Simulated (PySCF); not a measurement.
Working out the ionisation energy of Tl

Tl [Xe] 4f14 5d10 6s2 6p1 (2P) → Tl+ [Xe] 4f14 5d10 6s2 (1S). Computed with PySCF 2.14 in aug-cc-pVQZ-PP with ECP60MDF (7s7p5d3f2g, 92 functions), with a scalar-relativistic core potential. Frozen: 5s2 5p6 5d10. Energies in hartree (1 hartree = 27.21139 eV):

| part | Tl (lower) | Tl+ (upper) |
| --- | --- | --- |
| UHF | -171.515535 | -171.331282 |
| MP2 opposite-spin | -0.025856 | -0.021110 |
| MP2 same-spin | -0.002342 | 0.000000 |

Question: What does Hartree-Fock give?

Answer: (-171.331282) − (-171.515535) = 0.184253 hartree = 5.014 eV.

Question: What do MP2 and SCS-MP2 (6/5 opposite-spin, 1/3 same-spin) give?

Answer: The opposite-spin parts differ by 0.129 eV and the same-spin parts by 0.064 eV. MP2: 5.014 + (0.129) + (0.064) = 5.207 eV. SCS-MP2: 5.014 + 1.2 × (0.129) + (0.064)/3 = 5.190 eV.

Measured between the centres of the two terms (NIST): 5.464 eV, so MP2 (valence) is off by -0.257 eV.

What remains against the reference includes basis incompleteness, the frozen core and correlation beyond second order.
